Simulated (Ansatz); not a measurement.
Frontier orbitals of `O=C=[N][Al]([F])[F]`.

Charge 0, multiplicity 1. All single points use the PBE0-D4/def2-TZVP geometry. It is one conformer, not always the lowest. Basis def2-TZVPP, the Gaussian-basis code of Ansatz.

A caution on the coupled-cluster cation, which keeps the state that its UHF reference found: spin contamination of the cation.

```csv
functional,HOMO (eV),LUMO (eV),gap (eV)
LDA (SPW92),-8.09,-2.34,5.75
PBE,-7.82,-2.05,5.77
B97M-V,-8.13,-1.90,6.23
PBE0,-9.29,-1.18,8.11
r2SCAN0,-9.52,-0.87,8.65
ωB97M-V,-11.55,0.43,11.98
HF,-12.79,1.64,14.43
```

Q: What is the vertical ionisation energy at frozen-core CCSD(T)/CBS(def2)? (Best estimate.)

A: The calculation gave: 11.99 eV (T1 of the cation 0.028).

A quarter of exact exchange (PBE0) shifts PBE's HOMO by −1.46 eV and its LUMO by +0.87 eV; full exchange at long range (ωB97M-V) shifts them by −3.72 and +2.48 eV. The gap opens from 5.77 to 11.97 eV, since occupied levels lose self-interaction and empty ones feel all the electrons. A positive LUMO is unbound and depends on the basis. −ε(HOMO) differs from that ionisation energy by −4.17 eV with PBE and −0.44 eV with ωB97M-V.
